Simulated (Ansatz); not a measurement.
System: C2H9OSi2, charge 0, multiplicity 2. It need not be the lowest isomer of its formula. SMILES: C[SiH]O[SiH2]C
Structure (B3LYP-D3(BJ)/def2-TZVP (Ansatz, an electronic-structure program) minimum search):
```xyz
14

C      2.7889     0.4823     0.3932
Si     1.5085    -0.7697    -0.1636
O      0.0156    -0.1146     0.0567
Si    -1.6035    -0.2445    -0.1997
C     -2.4291     1.3329     0.3460
H      3.7966     0.1023     0.2143
H      2.6662     1.4150    -0.1652
H      2.6886     0.7039     1.4566
H      1.6840    -1.0875    -1.6151
H     -2.1273    -1.3989     0.5709
H     -1.8515    -0.4911    -1.6422
H     -3.5094     1.2726     0.1925
H     -2.0532     2.1868    -0.2208
H     -2.2472     1.5204     1.4060
```
Charge 0, spin multiplicity 2.

Property: atomisation energy (electronic, to ground-state atoms), in kcal/mol. Cores are frozen in the correlated levels unless marked. UHF or UKS for open shells. No spin-orbit coupling. No relativistic terms. The coupled-cluster limit lacks core correlation, which all-electron functionals hold. CBS marks a two-point X^-3 extrapolation of the correlation energy; Hartree-Fock from the larger set.

| level | program | atomisation energy (kcal/mol) |
|---|---|---|
| revPBE/def2-TZVPD | Ansatz | 1172.0 |

What does CCSD(T)/CBS(cc-pV(T+d)Z,cc-pV(Q+d)Z) (Ansatz) give?

1213.4 kcal/mol, so revPBE/def2-TZVPD differs from it by -41.4 kcal/mol.
